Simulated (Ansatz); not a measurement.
Two isomers of C3H10Si2: A = `CC=C([SiH3])[SiH3]`, B = `C[SiH2]/C=C/[SiH3]`.

Program: Ansatz. Geometries: PBE0-D4/def2-TZVP. ΔE: electronic, gas phase. CCSD(T)/CBS adds triple-zeta CCSD(T) − MP2 to the extrapolated MP2 energy (def2 sets, frozen cores). Functionals use def2-TZVPP. B3LYP here is the variant with VWN-RPA as its local correlation; programs differ in this. One conformer a species, not always the lowest.

A:

Z-matrix (Å, degrees):
```
C
C 1 1.489
H 1 1.095 2 110.4
H 1 1.095 2 110.4 3 -117.4
H 1 1.092 2 112.8 3 121.3
C 2 1.341 1 126.8 3 -120.7
H 2 1.093 1 114.2 3 59.2
Si 6 1.860 2 119.2 1 179.8
Si 6 1.869 2 122.3 1 -0.0
H 8 1.489 6 110.9 2 120.2
H 8 1.489 6 110.8 2 -120.9
H 8 1.489 6 109.5 2 -0.4
H 9 1.487 6 108.6 2 -178.2
H 9 1.489 6 111.9 2 -58.8
H 9 1.489 6 111.8 2 62.5
```

B:

Z-matrix (Å, degrees):
```
C
Si 1 1.871
H 1 1.093 2 110.8
H 1 1.092 2 110.8 3 -120.2
H 1 1.093 2 110.8 3 119.8
C 2 1.867 1 111.3 3 -179.4
H 2 1.491 1 109.2 3 -58.6
H 2 1.490 1 110.8 3 61.0
C 6 1.338 2 123.8 1 -118.1
H 6 1.092 2 118.2 1 61.3
Si 9 1.863 6 123.7 2 179.4
H 9 1.091 6 118.2 2 -0.7
H 11 1.489 9 110.8 6 120.5
H 11 1.487 9 108.9 6 0.1
H 11 1.489 9 110.8 6 -120.2
```

Question: Which isomer does CCSD(T)/CBS put lower? Give the gap. (Best estimate.)

Answer: Ansatz gave: B, by 26.8 kJ/mol.

Question: Give E(B) − E(A) in kJ/mol with MP2/def2-TZVPP, HF/def2-TZVPP, B3LYP, B2PLYP, PBE0-D4, r2SCAN-D4, CCSD/def2-TZVPP. (Estimate.)

Answer: Ansatz gave: MP2/def2-TZVPP -24.3, HF/def2-TZVPP -31.1, B3LYP -30.9, B2PLYP -28.7, PBE0-D4 -22.9, r2SCAN-D4 -25.5, CCSD/def2-TZVPP -27.1. None reverses the order clearly.

Largest T1 diagnostic: 0.012.

The D4 term adds +6.3 kJ/mol with B3LYP and +3.4 kJ/mol with PBE0; it sums over pairs of atoms, weighted by their polarisabilities, and B3LYP, whose exchange is more repulsive, gets the larger term. In def2-TZVPP, CCSD(T) changes the Hartree–Fock value by +5.4 kJ/mol (the triples alone add +1.5 kJ/mol) and MP2 by +6.7 kJ/mol.
